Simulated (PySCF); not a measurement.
All values below come from r2SCAN-D4/def2-TZVP (PySCF). Gas-phase values, no solvent. Delta-SCF ions had no search for a lower state. 

Reference species (SMILES): `[F][GeH3]` (neutral, multiplicity 1).

| Item | Value |
|---|---|
| HOMO–LUMO gap | 7.91 eV |
| vertical ionisation energy (Delta-SCF) | 12.06 eV |

Changed species: `[GeH4]` (4 of 4 F replaced by H; the reference has 3 of 4 F replaced by H).

Task: What does the change do to the HOMO–LUMO gap and vertical ionisation energy (Delta-SCF)?

Result: the HOMO–LUMO gap increases by 1.57 eV, to 9.48 eV; the vertical ionisation energy (Delta-SCF) goes up by 0.04 eV, to 12.10 eV.
